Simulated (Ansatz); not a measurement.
Pd4H7, relaxed as a doublet with UKS PBE0-D4/def2-SVP in Ansatz, starting from the GFN2-xTB geometry. Force threshold 0.02 eV/Å.

In the def2 sets Pd takes a core potential; there is no spin–orbit coupling. In the doublet, H5 and H9 lie 0.85 Å apart, H8 and H11 lie 0.86 Å apart, H6 and H10 lie 0.86 Å apart (atoms count from 1), so H2 has formed as a molecule. The relaxation made no stability test and no search for a lower SCF solution. No other spin state of charge 0 was run. Another isomer (doublet) lies 0.04 eV lower at PBE0-D4/def2-TZVP; other spin states weren't run for this one.

Start:

Cartesian coordinates in Å:
```
Pd 1.2557 1.6122 -0.5059
Pd -0.6001 0.7858 1.1728
Pd 1.2406 -0.8781 0.3731
Pd -0.6791 -0.2426 -1.2459
H -1.5220 0.0822 2.1247
H 2.3408 -0.2225 1.1615
H 0.4593 1.2589 -1.7523
H -1.7077 -1.2800 -0.9174
H -1.3767 2.0607 1.1723
H 1.2058 -2.2593 0.9964
H -0.6165 -0.9172 -2.5793
```

Task: Estimate the energy that the relaxation releases and the steps that it takes.

Result: 3.30 eV, in 45 steps; 6.1 min on 4 threads of Arm Neoverse V1 on a shared host. No frequencies were taken in this run, so the end may be a saddle point.

Task: Does the start keep its bonding?

Result: Bonds formed: Pd2–H7 (atoms count from 1).

Task: Predict the relaxed structure.

Result: 
```xyz
11

Pd    1.483    1.342   -0.672
Pd   -0.875    1.484    0.693
Pd    0.721   -0.822    0.492
Pd   -0.714   -0.006   -1.666
H    -1.158    0.843    2.257
H     2.150   -1.736    0.835
H    -0.320    1.567   -0.965
H    -1.281   -1.478   -2.347
H    -1.581    1.583    2.271
H     2.007   -1.285    1.557
H    -0.431   -1.492   -2.453
```
Bond lengths (bridged metal pairs left out): 3 × Pd–Pd 2.57 to 2.81 Å; 9 × H–Pd 1.71 to 1.84 Å.
